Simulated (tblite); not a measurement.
A tight-binding relaxation on `CB(C)[C@H]1[SiH2][SiH2]N1[BH2-][NH3+]`.

Computed with GFN2-xTB geometry optimisation, gas phase (tblite 0.8.0). Start geometry: from a force field or distance geometry. A driver script takes a list of jobs; this job's settings line and coordinates (Å) are shown.

Command:
```bash
OMP_NUM_THREADS=1 python probes_run.py task.json out
```

Input:
```
{"job": {"kind": "relax", "xc": "GFN2-xTB", "basis": "xTB"}, "charge": 0, "multiplicity": 1}
C     -1.515600    -0.144300    -2.270400
B     -1.335300     0.016000    -0.708000
C     -2.451900    -0.534300     0.290500
C      0.018600     0.671200    -0.144800
Si    -0.327500     2.222400     0.879900
Si     0.683000     0.887100     2.248400
N      0.660900    -0.239200     0.849000
B      2.116900    -0.629800     0.470500
N      2.093300    -1.680400    -0.661300
H     -1.498500     0.860000    -2.739400
H     -2.502800    -0.622900    -2.494100
H     -0.711100    -0.771500    -2.681000
H     -2.617900    -1.614100     0.121800
H     -2.163500    -0.374900     1.342600
H     -3.413200     0.018300     0.093000
H      0.680300     0.940200    -0.975500
H      0.501900     3.368400     0.457800
H     -1.749700     2.411600     1.194400
H      2.042600     1.349300     2.603700
H     -0.176200     0.416000     3.343900
H      2.658500    -1.105200     1.417000
H      2.734700     0.325400     0.116500
H      1.456800    -2.456000    -0.391200
H      1.749900    -1.243700    -1.550500
H      3.054900    -2.045500    -0.803600
```

Output:
```
step      E/eV     max force
  0    -715.49173    2.827
  1    -715.87398    1.324
  2    -715.99898    0.676
  3    -716.06544    0.580
  4    -716.13707    0.632
  5    -716.20583    0.652
  6    -716.29091    0.621
  7    -716.36281    0.660
  8    -716.41260    0.383
  9    -716.44210    0.309
... (129 lines left out)
139    -717.01233    0.014
140    -717.01237    0.013
141    -717.01242    0.014
142    -717.01248    0.020
143    -717.01255    0.022
144    -717.01261    0.020
145    -717.01266    0.016
146    -717.01270    0.011
147    -717.01272    0.010
148    -717.01275    0.010
```

«max force» is the largest atomic force in eV/Å.

Problem. From which step on does the largest force stay under 0.1 eV/Å, and how much energy is left to gain from there?

Solution. From step 96 (0.087 eV/Å), 9.2 meV above the end.

In short: energy lowered by 35.1 kcal/mol over 148 steps; largest atomic force 0.010 eV/Å at the end.

Problem. Where do the atoms end?

Solution. 0.827 Å rms from the input after alignment:
```
atom  x, y, z in Å
C1    -1.4560    0.4176   -2.3155
B2    -0.9140    0.0664   -0.8645
C3    -1.6823   -1.0394   -0.0145
C4     0.2461    0.8743   -0.2682
Si5   -0.6552    2.2620    0.8181
Si6    0.7494    1.1327    2.2707
N7     1.0803    0.3076    0.8110
B8     2.1649   -0.6454    0.4551
N9     1.3693   -2.0373   -0.0642
H10   -1.2259    1.4403   -2.6071
H11   -2.5305    0.2755   -2.4167
H12   -0.9889   -0.2271   -3.0622
H13   -1.7888   -1.9912   -0.5379
H14   -1.2291   -1.2308    0.9572
H15   -2.6995   -0.6953    0.1736
H16    0.8857    1.3752   -1.0049
H17   -0.4173    3.5818    0.2099
H18   -2.1249    2.1526    0.8271
H19    1.8450    1.8735    2.9233
H20    0.1607    0.2637    3.3167
H21    2.8105   -0.9700    1.4011
H22    2.8073   -0.3174   -0.5003
H23    0.9132   -2.4717    0.7291
H24    0.6646   -1.6911   -0.7100
H25    2.0043   -2.6823   -0.5177
```

Problem. Estimate the wall time. Hardware: one thread, Arm Neoverse N1 (aarch64), no GPU, on a shared host.

Solution. About 2.9 s.
Labels such as C1 count atoms from 1, the log's own numbers from 0.
